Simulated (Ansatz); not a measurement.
Input file for Ansatz (a quantum-chemistry and plane-wave program): R-B3LYP/def2-TZVPP on C3H7B (SMILES BCC=C), a point of a torsion scan.

Ansatz 0.2 input:
```yaml
crystal:
  periodic: [false, false, false]
  atoms:
    - {symbol: B, position_ang: [-1.45385383, 0.95671270, 0.63190538]}
    - {symbol: C, position_ang: [-0.67158309, 0.09256342, -0.42387346]}
    - {symbol: C, position_ang: [0.48922284, -0.69096456, 0.09972598]}
    - {symbol: C, position_ang: [0.41536648, -1.92603115, 0.56091471]}
    - {symbol: H, position_ang: [-1.19977361, 0.90071674, 1.77091102]}
    - {symbol: H, position_ang: [-2.32051028, 1.64780980, 0.25854148]}
    - {symbol: H, position_ang: [-0.34961719, 0.71555448, -1.26305934]}
    - {symbol: H, position_ang: [-1.41115560, -0.59965630, -0.84469764]}
    - {symbol: H, position_ang: [1.43211959, -0.15954921, 0.13428998]}
    - {symbol: H, position_ang: [-0.50973604, -2.48016005, 0.54992693]}
    - {symbol: H, position_ang: [1.27230811, -2.44104871, 0.96045104]}
basis:
  gaussian:
    orbitals: def2-TZVPP
hamiltonian:
  xc: {name: B3LYP}
scf: {lower_state_search: off}
```

**Question.** Predict the final total energy.

**Answer.** -143.3942 hartree.
